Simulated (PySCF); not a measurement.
WH4, SMILES [WH4] (connectivity only; charge and spin as stated), neutral, multiplicity 3.

Geometry: PBE0-D3(BJ)/def2-TZVPD. The multiplicity is an assumed one; other spin states were not compared. The def2 effective core potentials stand for the cores of W; spin–orbit coupling is left out.

Two levels are set side by side: PBE/def2-TZVPD (PySCF) and PBE0/def2-TZVPD (PySCF). Same geometry, gas phase. Differences are taken from unrounded values.

| quantity | PBE0 |
|---|---|
| α-spin orbital gap (eV) | 4.63 |
| β-spin orbital gap (eV) | 7.15 |
| mean polarisability (bohr³) | 50.6 |

**Question.** What does PBE give, and how far is it from PBE0? (The exact figures need the calculation; the answer reports its results.)

**Answer.** 
| quantity | PBE | PBE minus PBE0 |
|---|---|---|
| α-spin orbital gap (eV) | 2.33 | -2.30 |
| β-spin orbital gap (eV) | 4.58 | -2.57 |
| mean polarisability (bohr³) | 52.4 | 1.8 |

PBE's more diffuse valence density responds more strongly to a field. Differences between two approximate levels are no errors against the true value.

Rough cost on one machine, each run with all the roots and properties that it gave: PBE0 against PBE within a factor of 2.
